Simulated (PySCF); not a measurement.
**Dipole response of H⁻ (hydrogen, charge -1)**

1s2, closed-shell 1S. Computed with PySCF 2.14 in dyall-acv3z, with no relativity, point nucleus. Coupled (time-dependent) response in atomic units; α is the mean over directions.

```tsv
method	mean α (bohr³)	C₆ (like pair)	S(−4)
UHF	34.02	214.1	562.0
```

S(−4) is the Cauchy moment in α(ω) = α(0) + S(−4) ω² + …

α(iu) at UHF:

```csv
u (hartree),α(iu) (bohr³)
0,34.02
0.0500,32.67
0.100,29.20
0.200,20.50
0.300,13.72
0.500,6.689
0.750,3.364
1.00,1.993
1.50,0.9278
2.00,0.5343
3.00,0.2442
5.00,0.09038
```

A single London oscillator, α(iu) = α/(1 + u²/ω²), gives C₆ = (3/4) ω α². Matching the computed C₆ needs ω = 4 × 214.1 / (3 × 34.02²) = 0.247 hartree.

For an ion, C₆ is the dispersion term alone; charge-induced terms of lower order in 1/R come first.
